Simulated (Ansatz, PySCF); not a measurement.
MoF6, SMILES [F][Mo]([F])([F])([F])([F])[F], multiplicity 1. Atoms are numbered in the order given.

```xyz
7

Mo     0.0000     0.0000     0.0000
F      0.0000     1.8285     0.0000
F      0.0000    -1.8285     0.0000
F      0.0000     0.0000    -1.8285
F      1.8285     0.0000     0.0000
F     -1.8285     0.0000     0.0000
F      0.0000     0.0000     1.8285
```

Coordinates come from a B3LYP-D3(BJ)/def2-SVP optimisation. The spin state was assumed, not searched. The isomer is the one that the SMILES or the coordinates give; other isomers of the formula were not compared. The def2 effective core potentials stand for the cores of Mo; spin–orbit coupling is left out.

Two levels are set side by side: PBE-D3(BJ)/def2-SVP (Ansatz, a quantum-chemistry and plane-wave program) and B3LYP-D3(BJ)/def2-SVP (Ansatz). Each level has its own optimised geometry; the coordinates shown are those of the second. Frequencies come from the Hessian of PySCF at each geometry. Differences are taken from unrounded values.

```json
[
 {"quantity": "mean bond length (Å)", "B3LYP-D3(BJ)": "1.828", "PBE-D3(BJ)": "1.843", "PBE-D3(BJ) minus B3LYP-D3(BJ)": "0.014"},
 {"quantity": "bond Mo1–F2 (Å)", "B3LYP-D3(BJ)": "1.828", "PBE-D3(BJ)": "1.843", "PBE-D3(BJ) minus B3LYP-D3(BJ)": "0.014"},
 {"quantity": "bond Mo1–F3 (Å)", "B3LYP-D3(BJ)": "1.828", "PBE-D3(BJ)": "1.843", "PBE-D3(BJ) minus B3LYP-D3(BJ)": "0.014"},
 {"quantity": "bond Mo1–F4 (Å)", "B3LYP-D3(BJ)": "1.828", "PBE-D3(BJ)": "1.843", "PBE-D3(BJ) minus B3LYP-D3(BJ)": "0.014"},
 {"quantity": "bond Mo1–F5 (Å)", "B3LYP-D3(BJ)": "1.828", "PBE-D3(BJ)": "1.843", "PBE-D3(BJ) minus B3LYP-D3(BJ)": "0.014"},
 {"quantity": "bond Mo1–F6 (Å)", "B3LYP-D3(BJ)": "1.828", "PBE-D3(BJ)": "1.843", "PBE-D3(BJ) minus B3LYP-D3(BJ)": "0.014"},
 {"quantity": "bond Mo1–F7 (Å)", "B3LYP-D3(BJ)": "1.828", "PBE-D3(BJ)": "1.843", "PBE-D3(BJ) minus B3LYP-D3(BJ)": "0.014"},
 {"quantity": "highest harmonic wavenumber (cm⁻¹)", "B3LYP-D3(BJ)": "760", "PBE-D3(BJ)": "731", "PBE-D3(BJ) minus B3LYP-D3(BJ)": "-29"},
 {"quantity": "mean harmonic wavenumber (cm⁻¹)", "B3LYP-D3(BJ)": "430", "PBE-D3(BJ)": "414", "PBE-D3(BJ) minus B3LYP-D3(BJ)": "-16"},
 {"quantity": "zero-point energy (kcal/mol)", "B3LYP-D3(BJ)": "9.21", "PBE-D3(BJ)": "8.88", "PBE-D3(BJ) minus B3LYP-D3(BJ)": "-0.33"}
]
```

Exact exchange shortens and stiffens bonds; PBE has none. Differences between two approximate levels are no errors against the true value.
